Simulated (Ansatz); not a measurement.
Wavefunction ladder for CHF₂NSn (`N#[C][SnH]([F])[F]`)

```csv
atom,x (Å),y (Å),z (Å)
N1,-1.025,2.418,0.390
C2,-0.578,1.370,0.226
Sn3,0.282,-0.521,0.022
F4,1.201,-0.487,-1.635
F5,-1.164,-1.711,-0.261
H6,1.283,-1.068,1.258
```

The species carries charge 0 and has multiplicity 1. Correlated methods include outer-core shells of Sn, which these sets cover unevenly. Sn takes the def2 core potential. All single points use the PBE0-D4/def2-TZVP geometry. Frozen core, restricted reference, Ansatz 0.2.0.

| basis | HF (Eh) | MP2 corr. |
| --- | --- | --- |
| def2-SVP | -504.91292 | -0.75733 |
| def2-TZVPP | -505.30152 | -1.15003 |
| def2-QZVPP | -505.31834 | -1.43413 |

Task: Estimate the CCSD correlation energy and the (T) correction in each basis where they were run (hartree).

Result: 
| basis | CCSD corr. | (T) |
| --- | --- | --- |
| def2-SVP | -0.77038 | -0.02150 |
| def2-TZVPP | -1.14470 | -0.04250 |
